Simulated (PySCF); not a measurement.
Choosing a molecule for a target property.

All species are isolated and taken at one optimised geometry, non-relativistic unless stated; the electronic structure was computed with PySCF and density fitting.

The conformers computed, where there is a choice (atom-mapped SMILES and torsion angles):
- `[N:1]#[C:2][c:3]1[cH:4][cH:5][cH:6][cH:7][c:8]1[OH:9]`: H–O9–C8–C7 180°

The conformers of `O=C1CCSC1` and `FC(F)OB1CCCC1` aren't listed.

Question: Wanted: lowest singlet excitation above 4.7 eV (TDDFT CAM-B3LYP/def2-SVPD) and HOMO–LUMO gap below 10 eV (CAM-B3LYP/def2-SVPD), at PBE0-D3(BJ)/def2-SVP geometries. Which candidate meets both?
A. `[F][V]([F])([F])=[S]`
B. `[O]=[Mn](=[O])(=[O])[Cl]`
C. `c1cc2ccoc2cn1`
D. `O=C1CCSC1`
E. `FC(F)OB1CCCC1`

Answer: C. Computed values:
```
                 species  lowest singlet excitation  HOMO–LUMO gap
[O]=[Mn](=[O])(=[O])[Cl]                    2.37 eV        6.66 eV
    [F][V]([F])([F])=[S]                    2.49 eV        7.28 eV
               O=C1CCSC1                    4.36 eV        8.31 eV
           c1cc2ccoc2cn1                    4.97 eV        8.16 eV
           FC(F)OB1CCCC1                    6.46 eV       10.56 eV
```

Question: Wanted: static isotropic polarisability between 54 au and 80 au (CAM-B3LYP/def2-SVPD) and HOMO energy above -8.4 eV (CAM-B3LYP/def2-SVPD), at PBE0-D3(BJ)/def2-SVP geometries. Which candidate meets both?
A. `Cc1cccc(C#N)n1`
B. `C(F)(F)OB1CCCC1`
C. `[O]=[Mn](=[O])(=[O])[Cl]`
D. `N#Cc1ccccc1O`
E. `[F][V]([F])([F])=[S]`
F. `C1=CC2=C(C=N1)OC=C2`
G. `O=C1CCSC1`

Answer: G. Computed values:
| species | static isotropic polarisability | HOMO energy |
| --- | --- | --- |
| [F][V]([F])([F])=[S] | 52.8 au | -10.47 eV |
| [O]=[Mn](=[O])(=[O])[Cl] | 56.1 au | -11.28 eV |
| O=C1CCSC1 | 67.2 au | -8.12 eV |
| C(F)(F)OB1CCCC1 | 75.5 au | -9.77 eV |
| C1=CC2=C(C=N1)OC=C2 | 86.4 au | -8.34 eV |
| N#Cc1ccccc1O | 89.4 au | -8.46 eV |
| Cc1cccc(C#N)n1 | 92.3 au | -9.09 eV |
